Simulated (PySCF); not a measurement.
# Vertical excitation energies

C4H16BP2 (charge +1).
InChI=1S/C4H16BP2/c1-6(2)5-7(3)4/h6-7H,5H2,1-4H3/q+1

Level of theory: TDDFT PBE0/def2-SVPD, vertical, gas phase, core orbitals frozen in the response in PySCF. One conformer (not necessarily the lowest) at the PBE0-D3(BJ)/def2-SVP geometry, without solvent, vibrations or thermal averaging. Torsions of this conformer, `[CH3:1][PH+:2]([CH3:3])[BH2-:4][PH+:5]([CH3:6])[CH3:7]`: C1–P2–B4–P5 -177°, P2–B4–P5–C6 -176°.

What does the calculation give for the low-lying excited states?

| state | E (eV) | λ (nm) | ν̃ (cm⁻¹) | f | main configurations (H = HOMO, L = LUMO) |
| --- | --- | --- | --- | --- | --- |
| S1 | 7.80 | 159.0 | 62870 | 0.0036 | H→L (96%) |
| S2 | 8.07 | 153.6 | 65090 | 0.015 | H-2→L (88%) |
| S3 | 8.08 | 153.5 | 65170 | 0.028 | H-1→L (85%) |
| S4 | 8.19 | 151.5 | 66020 | 0.0006 | H→L+1 (92%) |
| S5 | 8.29 | 149.6 | 66860 | 0.0079 | H→L+2 (43%), H-1→L+1 (36%), H-1→L (8%) |
| S6 | 8.44 | 147.0 | 68040 | 0.0036 | H-2→L+1 (71%), H-1→L+1 (20%) |
| S7 | 8.62 | 143.9 | 69500 | 0.0013 | H-2→L+2 (55%), H-1→L+2 (40%) |
| S8 | 8.66 | 143.2 | 69830 | 0.021 | H-1→L+2 (53%), H-2→L+2 (36%) |
| S9 | 8.67 | 143.0 | 69940 | 0.334 | H→L+2 (40%), H-1→L+1 (32%), H-2→L+1 (13%) |
| S10 | 8.93 | 138.8 | 72040 | 0.0065 | H→L+4 (88%) |

Triplets (Tamm–Dancoff): T1 7.39 eV, H→L (71%), H→L+1 (22%); T2 7.48 eV, H-1→L (54%), H-1→L+1 (26%); T3 7.71 eV, H→L+1 (49%), H→L (20%), H-1→L+2 (10%); T4 7.72 eV, H→L+2 (40%), H-1→L (24%), H-1→L+1 (12%).

The lowest singlet lies at 7.80 eV (159 nm, vacuum ultraviolet) and is very weak; its leading configuration is HOMO→LUMO (96%). The strongest level in the table is S9 at 8.67 eV (143 nm, f = 0.334). S2/S3 lie within about 0.01 eV of each other. Löwdin shares by element: HOMO boron 33%, phosphorus 25%, hydrogen 12% or more (atoms not listed hold the other 30%); LUMO phosphorus 28%, boron 9%, carbon 8% or more (atoms not listed hold the other 56%). Of the 10 states listed, 4 reach f = 0.01 and none stays under 0.0005. The listed states span 1.14 eV. The oscillator strengths of these states sum to 0.421; summed over the whole spectrum of an exact calculation they would give the number of electrons, 74 (Thomas–Reiche–Kuhn). No computed singlet lies in the visible range (380 to 750 nm); the lowest, at 159 nm, stands 4.53 eV above its violet end (3.26 eV). The vertical ionisation energy (ΔSCF) is 14.52 eV, 5.58 eV above S10. Singlets were solved by full linear response, triplets in the Tamm–Dancoff approximation.
